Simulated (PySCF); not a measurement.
C2H3O2, multiplicity 2. Atoms are numbered in the order given.

```xyz
7

C     -0.4412    -1.3984     0.0000
O      0.6404    -0.5739     0.0000
C      0.4471     0.7701     0.0000
O     -0.6199     1.3138     0.0000
H     -1.4373    -0.9593     0.0000
H     -0.1986    -2.4576     0.0000
H      1.4366     1.2678     0.0000
```
Charge 0, spin multiplicity 2.

Geometry: B3LYP-D3(BJ)/def2-SVP. The isomer is the one that the SMILES or the coordinates give; other isomers of the formula were not compared. Other conformers were not sampled.

These are B3LYP/def2-TZVPD (PySCF) values and carry that method's errors.

Mulliken values depend strongly on the basis, most of all with diffuse functions as here. ESP charges are fitted to the potential on shells at 1.4 to 2.0 van der Waals radii. Atomic charges (e):

| atom | meta-Löwdin | Mulliken | ESP fit | Mulliken spin |
|---|---|---|---|---|
| C1 | ? | -0.39 | -0.23 | 0.94 |
| O2 | ? | -0.26 | -0.24 | 0.01 |
| C3 | 0.42 | 0.24 | 0.59 | 0.04 |
| O4 | -0.42 | -0.44 | -0.48 | 0.06 |
| H5 | ? | 0.29 | 0.18 | -0.03 |
| H6 | ? | 0.26 | 0.17 | -0.02 |
| H7 | 0.10 | 0.29 | 0.01 | -0.01 |

Problem. Fill in the missing entries. (Estimate from the structure and the level; the computed values follow.)

Solution. 
- C1, meta-Löwdin: -0.10
- O2, meta-Löwdin: -0.27
- H5, meta-Löwdin: 0.14
- H6, meta-Löwdin: 0.14
